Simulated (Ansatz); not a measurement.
Geometry optimisation, RKS PBE/def2-SVP in Ansatz.

input.yaml

```yaml
crystal:
  periodic: [false, false, false]
  atoms:
    - { symbol: Ta, position_ang: [-0.061071, 0.146819, 0.026373] }
    - { symbol: Cl, position_ang: [2.366098, 0.389923, 0.110011] }
    - { symbol: F, position_ang: [-0.257633, 0.333486, 1.907458] }
    - { symbol: F, position_ang: [0.013292, 0.127031, -1.873136] }
    - { symbol: "N", position_ang: [-1.008679, 1.851318, -0.118785] }
    - { symbol: H, position_ang: [-1.398928, 2.341177, 0.696502] }
    - { symbol: H, position_ang: [-1.193427, 2.332025, -1.006831] }
    - { symbol: F, position_ang: [-1.20728, -1.343205, -0.005979] }
    - { symbol: Br, position_ang: [1.534493, -3.018862, 1.536007] }
    - { symbol: H, position_ang: [2.533936, -1.996613, 1.053483] }
basis:
  gaussian: { orbitals: def2-SVP }
hamiltonian:
  xc: pbe
relax:
  f_tol: 0.03
  max_steps: 50
```

Command:

```bash
$ ansatz run input.yaml --threads 4 --pin off --max-ram 5120MiB --backend cpu --events-out ev --progress --plain --runs-dir out
```

Problem. Where does it end, and by what steps?

Solution. The run converged. The force dipped under the threshold on the way, but the program's further checks kept it going. After 15 steps the energy has fallen by 0.134 eV; Br9 moved furthest, 0.72 Å. Joined: Ta1–Br9 (3.85 → 3.28 Å).

```tsv
step	energy less start (eV)	largest force component (eV/Å)	accepted
0	0.0000	0.944	yes
1	-0.0486	0.717	yes
2	-0.0939	0.161	yes
3	-0.0986	0.057	yes
4	-0.1018	0.083	yes
5	-0.1031	0.164	yes
6	-0.1057	0.040	yes
7	-0.1050	0.168	no
8	-0.1069	0.022	yes
9	-0.1100	0.074	yes
10	-0.1151	0.201	yes
11	-0.1221	0.351	yes
12	-0.1273	0.302	yes
13	-0.1310	0.162	yes
14	-0.1316	0.199	yes
15	-0.1340	0.024	yes
```

```xyz
10
Properties=species:S:1:pos:R:3
Ta -0.043 0.112 0.205
Cl 2.263 0.609 0.427
F -0.337 0.449 2.055
F 0.156 -0.163 -1.666
N -0.960 1.787 -0.190
H -1.343 2.408 0.530
H -1.124 2.132 -1.142
F -1.319 -1.293 0.266
Br 1.376 -2.770 0.883
H 2.652 -2.108 0.957
```

The run took 52 s on 4 threads of Arm Neoverse V1, on a shared host, peak memory 0.24 GiB.
